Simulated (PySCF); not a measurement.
# Correlation energy of Mg²⁺ (magnesium, charge +2)

[Ne], closed-shell 1S. All numbers are calculated (PySCF 2.14, the spin-free X2C one-electron Hamiltonian (Gaussian nucleus), in cc-pVDZ-DK). Frozen: [He] 2s2; 6 electrons correlated.

Total MP2 correlation energy: -1.72 mhartree.

Same-spin part -0.50 and opposite-spin part -1.22 mhartree; SCS-MP2 scales them by 1/3 and 6/5 to -1.63 mhartree.

| level | correlation energy (mhartree) |
| --- | --- |
| CCSD | -1.67 |
| (T) | -0.03 |
| CCSD(T) | -1.70 |

Diagnostics: T1 = 0.00082, D1 = 0.0012, largest double amplitude 0.003.

Cost of the coupled-cluster step: 0.04 s of wall time on 1 thread of Neoverse-V1 (shared host), for 6 correlated electrons.

Iterations:

```
CC2 = 0
CCSD nocc = 3, nmo = 16
frozen orbitals [0, 1]
max_cycle = 100
direct = 0
conv_tol = 1e-08
conv_tol_normt = 1e-06
diis_space = 8
diis_start_cycle = 0
Init t2, MP2 energy = -199.130647285921  E_corr(MP2) -0.00171821954169968
Init E_corr(CCSD) = -0.00171821954170088
cycle = 1  E_corr(CCSD) = -0.00164393205180823  dE = 7.42874899e-05  norm(t1,t2) = 0.00200447
cycle = 2  E_corr(CCSD) = -0.00166688348256351  dE = -2.29514308e-05  norm(t1,t2) = 0.000217896
cycle = 3  E_corr(CCSD) = -0.00166694055625618  dE = -5.70736927e-08  norm(t1,t2) = 4.04699e-05
cycle = 4  E_corr(CCSD) = -0.00166737881923153  dE = -4.38262975e-07  norm(t1,t2) = 4.60551e-06
cycle = 5  E_corr(CCSD) = -0.00166738121837809  dE = -2.39914656e-09  norm(t1,t2) = 1.10475e-07
CCSD converged
E(CCSD) = -199.1305964475975  E_corr = -0.001667381218378089
CCSD(T) correction = -2.60582465366315e-05
```
